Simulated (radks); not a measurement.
Q: The mean radii <r> (bohr) of the occupied orbitals of an atom or ion are listed with their occupations. Calculated with a radial shooting solver on a logarithmic mesh with Libxc functionals: scalar-relativistic Kohn-Sham, exchange-only LDA, spin-unpolarised, spherical densities, point nucleus.

orbital  occ.      <r>
1s          2  0.02075
2s          2  0.08815
2p          6  0.07809
3s          2   0.2301
3p          6   0.2291
3d         10   0.2080
4s          2   0.5191
4p          6   0.5505
4d         10   0.5969
5s          2    1.277
5p          6    1.523
4f         11   0.8544
6s          1    3.703

Name the element and its charge.

A: Z = 67, holmium, charge +1: Ho+ in [Xe] 4f11 6s1. The 1s radius gives Z: for a bare nucleus <r> = (2 gamma + 1)/(2Z) with gamma = sqrt(1 - (Z/c)^2), 0.02048 bohr for Z = 67, and screening makes it slightly larger (0.02075 here). The occupations add up to 66, and the charge is Z minus that.
